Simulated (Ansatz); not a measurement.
Input file for Ansatz (a quantum-chemistry and plane-wave program): U-CCSD(T)/cc-pVTZ on H4 rectangle, a point of a bond scan (R = 1.100 Å).

Ansatz 0.2 input:
```yaml
crystal:
  periodic: [false, false, false]
  atoms:
    - {symbol: H, position_ang: [0.00000000, 0.00000000, 0.00000000]}
    - {symbol: H, position_ang: [0.00000000, 0.00000000, 1.00000000]}
    - {symbol: H, position_ang: [1.10000000, 0.00000000, 0.00000000]}
    - {symbol: H, position_ang: [1.10000000, 0.00000000, 1.00000000]}
basis:
  gaussian:
    orbitals: cc-pVTZ
correlation: {method: ccsd_t, electrons: outside_noble_gas}
scf: {omitted_lower_state_checks: [cluster_reference]}
magnetization: {spin_polarized: true, initial_magnetization: 0}
```

The log:

```
WARN ansatz: RAYON_NUM_THREADS=2 ignored (pool sized by the plan → 2); use --threads N
Functional definition: HF
these checks for a lower state are left out or cut short: cluster_reference
integrals: 0.03 GiB planned
300 factors; integrals over basis functions are off by at most 1.3e-3 eV
mean field: 0.07 GiB planned
mean field evaluation 1: about -54.3158 eV, gradient 4.8e0 eV
mean field evaluation 2: about -54.3067 eV, gradient 4.7e0 eV
mean field evaluation 4: about -54.5077 eV, gradient 9.2e-2 eV
mean field evaluation 8: about -54.5075 eV, gradient 1.3e-6 eV
mean field evaluation 16: about -55.6075 eV, gradient 2.2e-3 eV
mean field evaluation 32: about -53.7838 eV, gradient 3.7e0 eV
mean field evaluation 64: about -54.2877 eV, gradient 1.6e-1 eV
mean field -55.60750837 eV, -2.0435382406 hartree, gradient 9.9e-6 eV, S^2 0.970229; 8 other end points of the search recorded, 0 dependent functions left out
reference -55.60750837 eV, -2.0435382406 hartree; 2, 2 occupied and 54, 54 virtual orbitals, 300 factors
second order -1.36824606 eV of doubles, -0.00000000 eV of singles
coupled cluster: 0.11 GiB planned
cycle   1  -1.61652662 eV  change   -2.5e-1 eV  update   4.6e-2
cycle   2  -1.78336355 eV  change   -1.7e-1 eV  update   2.7e-2
cycle   3  -1.80826796 eV  change   -2.5e-2 eV  update   1.7e-2
cycle   4  -1.83672719 eV  change   -2.8e-2 eV  update   1.4e-2
cycle   5  -1.85641343 eV  change   -2.0e-2 eV  update   8.6e-3
cycle   6  -1.86440844 eV  change   -8.0e-3 eV  update   5.4e-3
cycle   7  -1.87340150 eV  change   -9.0e-3 eV  update   4.0e-3
cycle   8  -1.87958136 eV  change   -6.2e-3 eV  update   1.9e-3
cycle   9  -1.88018985 eV  change   -6.1e-4 eV  update   6.0e-4
cycle  10  -1.88037440 eV  change   -1.8e-4 eV  update   1.5e-4
cycle  11  -1.88053952 eV  change   -1.7e-4 eV  update   5.1e-5
cycle  12  -1.88054197 eV  change   -2.4e-6 eV  update   1.4e-5
cycle  13  -1.88052805 eV  change    1.4e-5 eV  update   3.6e-6
cycle  14  -1.88052667 eV  change    1.4e-6 eV  update   8.6e-7
coupled cluster: 0.11 GiB planned
perturbative correction -0.03220142 eV, -0.0011833803 hartree
WARN: the results are in doubt because among natural orbitals full CI differs from the method by -0.099 eV
Total energy: -57.52023646 eV, -2.1138297013 hartree
In doubt: among natural orbitals full CI differs from the method by -0.099 eV
Checks for a lower state left out: cluster_reference
```

Self-consistency was reached. Its determinant has ⟨S²⟩ = 0.97, a mixture of spin states.

Warnings raised: large difference.

Cost: roughly 1.4 core-seconds.
